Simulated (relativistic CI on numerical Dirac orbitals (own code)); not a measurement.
## Hyperfine structure of Os¹⁴⁺, mass number 187

Computed by Dirac-Coulomb-Breit CI, KLI orbitals optimised for each configuration, a model potential for QED, unscaled Slater integrals (own radial code, finite nucleus).

CI space (outside the closed core [Kr] 4d10): 4f¹⁴5s², 4f¹⁴5s5p, 4f¹³5s²5p, 4f¹⁴5s5d, 4f¹³5s²5d, 4f¹⁴5s5f, 4f¹⁴5p5d, 4f¹⁴5s5g, 4f¹⁴5p², 4f¹³5p³, 4f¹³5p²5d, 4f¹⁴5d², 4f¹³5p5d², 4f¹³5d³. Double excitations out of closed p, d and f shells are left out; levels of such configurations are missing from the list, as are those of other unlisted configurations, and high levels can miss mixing partners.

Nuclear spin I = 1/2, μ = 0.06442 μN (tables of Stone and Pyykkö). The electronic factors are computed for point nuclear moments, without core polarisation or the Bohr-Weisskopf and QED corrections.

```
        Level   E (eV)  A (MHz)
4f¹³5s²5p ³D3  17.0582    -1334
4f¹³5s²5p ³G3  19.8655     2459
4f¹⁴5s5p ³P°1  33.5844    25430
4f¹³5s²5p ³G5  33.8677    557.6
4f¹³5s²5p ³D2  34.2989   -257.6
4f¹³5s²5p ³D1  35.7181   -250.6
4f¹³5s²5p ³F4  35.9518      446
4f¹³5s²5p ³G4  37.1192    756.7
```

Levels with J = 0, under 50 % of one LS term, or S terms without an open s electron are left out. Small factors come from cancelling terms and can be off by tens of per cent or more.

At this charge transitions that keep the count of f electrons are usually good to a few per cent. Levels and lines within the n = 5 or 6 shells can be off by up to 10 % or somewhat more, and those that change n by about 2 %, since core polarisation is missing. Levels that differ in their count of f electrons can be misplaced by several ten thousand cm⁻¹, since the correlation energy of f electrons is missing or only estimated; rates across such gaps can be off by orders of magnitude.

(1) Give the hyperfine levels of 4f¹³5s²5p ³D3 relative to its centre of gravity.

Answers

(1) With K = F(F + 1) − I(I + 1) − J(J + 1), E = AK/2: F = 5/2: 2667, F = 7/2: -2000 MHz.

LS names give the leading component of a level, which can be under half, so a name can repeat, a term be missing and a line seem to break the LS rules.
